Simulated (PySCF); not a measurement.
C4H9Cl3Sn, charge +1, doublet, at a GFN2-xTB geometry (such geometries of metal compounds can be far from the true shape) (a state made from the parent by changing its charge; the spin is typed, not shown lowest) (all electrons, no relativity).

Here is a job for PySCF.
```python
from pyscf import gto, scf

mol = gto.Mole()
mol.atom = '''
    C    -4.429390   -0.282492   -0.288526
    C    -2.993599   -0.386493   -0.776810
    C    -2.250646   -1.565774   -0.160660
    C    -0.916316   -1.853447   -0.660752
    Sn    0.710127    0.045662    0.057049
    Cl    0.422905    1.664083   -1.613578
    Cl   -0.182690    0.774823    2.096477
    Cl    2.939703   -0.597329    0.265587
    H    -5.026662   -1.123661   -0.633630
    H    -4.888829    0.623049   -0.674803
    H    -4.472344   -0.249922    0.797018
    H    -2.459408    0.529956   -0.490683
    H    -2.972598   -0.447956   -1.866940
    H    -2.288440   -1.535491    0.935016
    H    -2.823746   -2.479769   -0.418202
    H    -0.359015   -2.650120   -0.181864
    H    -0.734215   -1.726769   -1.722119
'''
mol.basis = '3-21g'
mol.charge = 1
mol.spin = 1
mol.verbose = 4
mol.build()

mf = scf.ROHF(mol)
mf.kernel()
```

**Question.** What does this run give for the total energy, number of basis functions, nuclear repulsion energy, <S^2>, Mulliken (on the basis functions themselves) charges in atom order?

**Answer.** 
```yaml
total_energy: -7523.8337 Eh
number_of_basis_functions: 124
nuclear_repulsion_energy: 1250.4737 Eh
"<S^2>": 0.750
Mulliken (on the basis functions themselves) charges in atom order: C1 -0.58, C2 -0.45, C3 -0.55, C4 -0.53, Sn5 1.66, Cl6 -0.35, Cl7 -0.36, Cl8 -0.34, H9 0.23, H10 0.25, H11 0.23, H12 0.23, H13 0.25, H14 0.30, H15 0.34, H16 0.34, H17 0.34
```

These values belong to the state on which the SCF converged, which isn't shown to be the lowest.
